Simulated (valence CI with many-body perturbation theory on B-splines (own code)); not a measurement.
In⁴⁴⁺: one-electron terms

Computed by valence CI with perturbative core correlation (CI+MBPT): three valence electrons over a frozen Dirac-Fock core [He], radial functions for each j: 11 s, 11 p, 9 d, 7 f, 5 g, 2 h, 1 i, with the one-electron correlation potential Σ1, the two-electron term Σ2, the three-electron term Σ3, Breit, model QED; selected CI, second order for the rest (own B-spline code, finite nucleus).

No measured spectrum was set against this ion. As an estimate, large intervals hold to a few tenths of a per cent, small ones and those within an open d or f shell to about a per cent.

These are the spectroscopic orbitals of the CI (the correlating ones are not listed), shaped by the core and the other valence electrons. h is the expectation value of the core's Dirac-Fock operator, without the valence repulsion; Σ1 is computed up to l = 3 at one energy for each symmetry, that of its lowest orbital but kept below the first core excitation, so for empty shells it is not the orbital's own correlation shift; Breit and QED include the response of the core.

| Orbital | h (hartree) | Σ1 (cm⁻¹) | Breit (cm⁻¹) | QED (cm⁻¹) | ⟨r⟩ (bohr) |
| --- | --- | --- | --- | --- | --- |
| 2s1/2 | -292.53 | -1343 | 32500 | 34484 | 0.1214 |
| 3s1/2 | -128.09 | -329 | 9118 | 10024 | 0.2799 |
| 4s1/2 | -71.371 | -128 | 3657 | 4109 | 0.5064 |
| 5s1/2 | -45.395 | -63.4 | 1836 | 2075 | 0.7987 |
| 2p1/2 | -288.63 | -3319 | 64692 | -714 | 0.1017 |
| 3p1/2 | -126.99 | -739 | 17571 | -274 | 0.2621 |
| 4p1/2 | -70.918 | -284 | 7080 | -118 | 0.4898 |
| 5p1/2 | -45.166 | -139 | 3550 | -60.6 | 0.7836 |
| 2p3/2 | -279.49 | -2678 | 25698 | 2907 | 0.1062 |
| 3p3/2 | -124.27 | -597 | 6967 | 763 | 0.2685 |
| 4p3/2 | -69.778 | -229 | 3067 | 309 | 0.4983 |
| 5p3/2 | -44.584 | -113 | 1543 | 155 | 0.7941 |
| 3d3/2 | -123.84 | -282 | 648 | -119 | 0.2273 |
| 4d3/2 | -69.597 | -120 | 354 | -40.1 | 0.4582 |
| 5d3/2 | -44.492 | -61.5 | 185 | -18.5 | 0.7552 |
| 3d5/2 | -123.02 | -261 | 211 | 274 | 0.2295 |
| 4d5/2 | -69.25 | -110 | 114 | 125 | 0.4609 |
| 5d5/2 | -44.315 | -56.7 | 57.0 | 65.7 | 0.7585 |
| 4f5/2 | -69.212 | -24.0 | 3.9 | -43.0 | 0.3968 |
| 5f5/2 | -44.296 | -13.5 | 3.2 | -21.3 | 0.6950 |
| 4f7/2 | -69.042 | -23.2 | 1.1 | 37.4 | 0.3982 |
| 5f7/2 | -44.21 | -13.0 | 0.9 | 20.0 | 0.6967 |
| 5g7/2 | -44.204 |  | 0.0 | -13.5 | 0.6087 |
| 5g9/2 | -44.152 |  | 0.0 | 10.9 | 0.6098 |

Among the shells of the start configuration 2s2 2p1, Σ1 is largest in size for 2p1/2, where it is 0.0052 % of h.

Lowest root of each symmetry, sizes in configuration state functions:

```csv
J,Parity,Roots,Reference,Variational,Second order,Change by selected CI (cm⁻¹),Change by second order (cm⁻¹)
1/2,even,16,50,9770,8484,-9287,0
3/2,even,19,70,15431,15555,-5494,0
5/2,even,14,66,16529,16566,-8661,-1
7/2,even,5,41,11781,22048,-6506,-4
9/2,even,2,23,6840,10154,-12158,-2
1/2,odd,15,48,9497,9721,-9249,0
3/2,odd,21,72,15583,9830,-8819,-1
5/2,odd,13,62,16411,19442,-14519,-1
7/2,odd,6,43,12136,13218,-10738,-2
9/2,odd,2,20,7261,16545,-6764,-3
```
